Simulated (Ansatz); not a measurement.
`CC1=CB1` + `FCS` → `CSCF` + `B1C=C1` at 700 K and 1 bar (substitution at a C–C bond).

Isolated molecules relaxed with PBE0-D4/def2-TZVP in Ansatz; ΔE leaves out vibrations. CCSD(T)/CBS adds triple-zeta CCSD(T) − MP2 to the extrapolated MP2 energy (def2 sets, frozen cores). This one scheme is used for every species. Each species was taken in one conformer, which may not be the lowest.

```tsv
species	CCSD(T)/CBS energy (Eh)	H − E (kJ/mol)	S (J/(mol·K))
`CC1=CB1`	-141.90193	241.6	373.5
`FCS`	-537.40796	146.7	333.7
`CSCF`	-576.66859	241.2	398.2
`B1C=C1`	-102.63332	149.8	298.3
```

H − E and S are ideal-gas, rigid-rotor, harmonic terms from PBE0-D4/def2-TZVP, for one conformer and one mirror image of each species. 1 Eh = 2625.50 kJ/mol, R = 8.31446 J/(mol·K).

Question: By hand: ΔE, ΔH, ΔS and ΔG.

Answer: ΔE = (-576.66859) + (-102.63332) − (-141.90193) − (-537.40796) = 0.00798 Eh = 21.0 kJ/mol. Δ(H − E) = 241.2 + 149.8 − 241.6 − 146.7 = 2.7, so ΔH = 23.7 kJ/mol. ΔS = 398.2 + 298.3 − 373.5 − 333.7 = -10.7 J/(mol·K). ΔG = 23.7 − 700 × (-10.7)/1000 = 31.2 kJ/mol.

Question: By hand: the equilibrium constant, and the temperature at which ΔG would vanish if ΔH and ΔS stayed fixed.

Answer: log₁₀ K = −ΔG/(RT ln 10) = -2.3. ΔH and −TΔS have one sign here, so there is no such temperature.

The number of gas molecules stays the same, so ΔS is small and ΔH decides. A doubt of 5 kJ/mol in ΔE shifts log₁₀ K by 0.4 here. Other conformers and mirror images would add mixing entropy, several J/(mol·K) or more a flexible species. These are equilibria of isolated gas molecules and say nothing of rates. Largest T1 diagnostic: 0.011 (customary marks: 0.02 for closed shells, 0.045 for open ones).

ΔS is within the doubt of such terms, so its sign, and with it that verdict, could turn.
